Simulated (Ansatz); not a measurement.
System: sum formula TaO₂H₂ (charge 0, quartet). The spin state was set by rule; other spins were not relaxed. SMILES: [OH][Ta][OH]
Geometry from a B3LYP-D3(BJ)/def2-TZVP (Ansatz, a quantum-chemistry and plane-wave program) optimisation:
```xyz
5

Ta     0.0000     0.0000     0.0000
O      0.0000     0.0000    -1.9019
H      0.0000     0.0000    -2.8555
O      0.0000     0.0000     1.9019
H      0.0000     0.0000     2.8555
```
Charge 0, spin multiplicity 4.

Wanted: atomisation energy (electronic, to ground-state atoms), in kcal/mol. Cores are frozen in the correlated levels unless marked. UHF or UKS for open shells. Spin-orbit coupling is left out. The frozen core is the preceding noble-gas configuration, with the filled d and f shells of earlier blocks. Past Kr the def2 sets carry scalar-relativistic core potentials. The coupled-cluster limit lacks core correlation, which all-electron functionals hold. CBS(X,Y): correlation extrapolated as X^-3; Hartree-Fock from the larger set. [CCSD(T)-MP2]/basis is that difference in the basis named.

```
level                                                                 program  atomisation energy (kcal/mol)
-------------------------------------------------------------  --------------  -----------------------------
PBE/def2-TZVPD                                                         Ansatz                          476.5
BLYP-D3(BJ)/def2-TZVPD                                         Ansatz + dftd3                          465.0
BLYP-D4/def2-TZVPD                                             Ansatz + dftd4                          465.1
B97M-V/def2-TZVPD                                                      Ansatz                            [?]
PBE0-D3(BJ)/def2-TZVPD                                         Ansatz + dftd3                          459.3
r2SCANh/def2-TZVPD                                                     Ansatz                          462.6
LC-wPBE-D3(BJ)/def2-TZVPD                                      Ansatz + dftd3                          470.0
PBE-QIDH/def2-TZVPD                                                    Ansatz                          455.4
RI-MP2/CBS(def2-TZVPPD,def2-QZVPPD)+[CCSD(T)-MP2]/def2-TZVPPD          Ansatz                          464.5
```

Complete the blanks.


- B97M-V/def2-TZVPD, atomisation energy (kcal/mol): 459.8
